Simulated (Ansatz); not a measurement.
Geometry optimisation, Ansatz, RKS r2SCAN/STO-3G.

The input (input.yaml):

```yaml
crystal:
  periodic: [false, false, false]
  atoms:
    - { symbol: B, position_ang: [-1.1821, 1.05894, -0.46671] }
    - { symbol: Si, position_ang: [0.27335, -0.08151, -0.10051] }
    - { symbol: C, position_ang: [1.71691, -0.91114, 0.60867] }
    - { symbol: O, position_ang: [0.88639, -1.50654, -0.56133] }
    - { symbol: H, position_ang: [-2.19728, 0.93681, 0.10666] }
    - { symbol: H, position_ang: [-1.01106, 2.05287, -1.06537] }
    - { symbol: H, position_ang: [1.51379, -1.54942, 1.47859] }
basis:
  gaussian: { orbitals: STO-3G }
hamiltonian:
  xc: r2scan
relax:
  f_tol: 0.02
  max_steps: 40
scf:
  lower_state_search: "off"
```

Launched with:

```bash
$ ansatz run input.yaml --threads 1 --pin off --max-ram 2048MiB --backend cpu --events-out ev --progress --plain --runs-dir out
```

Q: Where does it end, and by what steps?

A: The run converged. Limits of this set-up: minimal basis. After 23 steps the energy has fallen by 2.337 eV; H7 moved furthest, 1.80 Å.

```csv
step,energy less start (eV),largest force component (eV/Å),accepted
0,0.0000,3.067,yes
1,-0.1977,1.577,yes
2,-0.2571,0.915,yes
3,-0.2889,1.021,yes
4,-0.3315,0.814,yes
5,-0.4807,1.542,yes
6,-0.7294,2.176,yes
7,-1.0864,2.155,yes
8,-1.4184,1.810,yes
9,-1.6913,1.322,yes
10,-1.9105,1.635,yes
11,-1.9570,4.318,yes
12,-2.1961,0.741,yes
13,-2.2587,0.529,yes
14,-2.2316,1.042,no
15,-2.2988,0.193,yes
16,-2.3165,0.186,yes
17,-2.3300,0.238,yes
18,-2.3286,0.247,no
19,-2.3341,0.144,yes
20,-2.3362,0.099,yes
21,-2.3363,0.053,yes
22,-2.3363,0.053,no
23,-2.3365,0.004,yes
```

```xyz
7
Properties=species:S:1:pos:R:3
B -0.798 0.887 -0.318
Si -0.434 -0.059 1.350
C 0.965 -0.728 0.396
O 0.135 -1.746 0.315
H -1.261 0.367 -1.263
H -0.584 2.039 -0.404
H 1.979 -0.760 -0.076
```

The run took 110 s on 1 CPU thread of a shared host.
